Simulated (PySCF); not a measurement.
Magnetisability: cyclo-(Cl2GeNH)2

Cartesian coordinates in Å; atom numbers follow the order of the lines, from 1:
```xyz
10

Ge    1.3256   -0.1897    0.1531
Cl    2.6580   -0.4771   -1.4329
Cl    2.3216   -0.2358    1.9890
N     0.1806    1.2285   -0.0470
Ge   -1.3271    0.1903   -0.1487
Cl   -2.6713    0.4787    1.4250
Cl   -2.3016    0.2323   -1.9988
N    -0.1846   -1.2258    0.0737
H     0.3347    2.2133   -0.1631
H    -0.3359   -2.2147    0.1498
```

Computed with GIAO PBE/def2-SVP magnetisability, rotational g tensor and spin-rotation constants, non-relativistic, gas phase (PySCF 2.14.0). Geometry: GFN2-xTB.

The calculation is non-relativistic, which matters for the atoms heavier than Zn.

(1) What are the magnetisability and the molar susceptibility?

(2) Split it along the inertial axes a, b, c into diamagnetic and paramagnetic parts about the centre of mass, with the quadrupole moment.

(3) And the rotational g tensor?

## Answers

(1) Isotropic -2330 × 10⁻³⁰ J/T², or -140.3 × 10⁻⁶ cm³/mol; principal values -2359, -2341, -2291 × 10⁻³⁰ J/T², anisotropy 61 × 10⁻³⁰ J/T² (root of half the summed squared differences of the principal values). The susceptibility is in cgs units.

(2) 
```csv
axis,χ (10⁻⁶ cm³/mol),diamagnetic (10⁻⁶ cm³/mol),paramagnetic (10⁻⁶ cm³/mol),summed x² of all electrons (Å²),quadrupole Θ (D Å)
a,-142.1,-1155.4,1013.3,572.0,-6.91
b,-141.0,-2637.0,2496.1,222.7,-5.68
c,-138.0,-3371.7,3233.7,49.6,+12.59
```
Anisotropies 2χaa − χbb − χcc = -5.2 and 2χbb − χaa − χcc = -1.9 × 10⁻⁶ cm³/mol. Θ is traceless in Buckingham's convention.

(3) 
| axis | rotational constant (GHz) | g | nuclear part | electronic part |
| --- | --- | --- | --- | --- |
| a | 1.0764 | -0.0104 | 0.5020 | -0.5124 |
| b | 0.4153 | -0.0044 | 0.4826 | -0.4870 |
| c | 0.3199 | -0.0054 | 0.4806 | -0.4860 |

Asymmetric top; isotopes 35Cl, 74Ge, 1H, 14N; no vibrational averaging.
